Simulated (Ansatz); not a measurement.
Compare A (`F[C@H]1O[Si@H]1[GeH3]`) with its isomer B (`F[SiH]1[CH2][GeH2][O]1`).

Calculated with Ansatz (gas phase, PBE0-D4/def2-TZVP geometries, no zero-point term in ΔE). CCSD(T)/CBS is the MP2 limit (def2-TZVPP, def2-QZVPP) plus CCSD(T) − MP2 in def2-TZVPP, frozen cores. DFT in def2-TZVPP. B3LYP here is the variant with VWN-RPA as its local correlation; programs differ in this. For Ge outer-core shells are correlated without core-valence functions, which leaves a few kJ/mol of doubt a bond. Scalar relativity is left out up to krypton.

Q: Which is lower in electronic energy at CCSD(T)/CBS, and by how much? (An estimate is asked.)

A: Computed: B, by 435.7 kJ/mol.

Q: Give E(B) − E(A) in kJ/mol with B3LYP, ωB97M-V, r2SCAN-D4, BLYP-D4, PBE-D4, CCSD/def2-TZVPP, HF/def2-TZVPP. (Best estimate.)

A: The calculation gave: B3LYP -403.6, ωB97M-V -423.1, r2SCAN-D4 -409.4, BLYP-D4 -387.4, PBE-D4 -376.5, CCSD/def2-TZVPP -436.3, HF/def2-TZVPP -450.0. None reverses the order clearly.

Q: Does the order hold for the free energy at 298.15 K (harmonic terms from PBE0-D4)? (Best estimate.)

A: The calculation gave: Yes: G(B) − G(A) = -420.5 kJ/mol.

Largest T1 diagnostic: 0.014.

Leaving LDA and LC-ωPBE aside and taking each functional with its dispersion term where it has one, the values, not all of them listed here, spread over 58.9 kJ/mol, from BHLYP-D4 to revPBE-D4. LDA lies −5.6 kJ/mol from PBE without D4. From BLYP to BHLYP (50 % exact exchange), in def2-TZVPP and without D4, E(B) − E(A) moves by −50.2 kJ/mol.
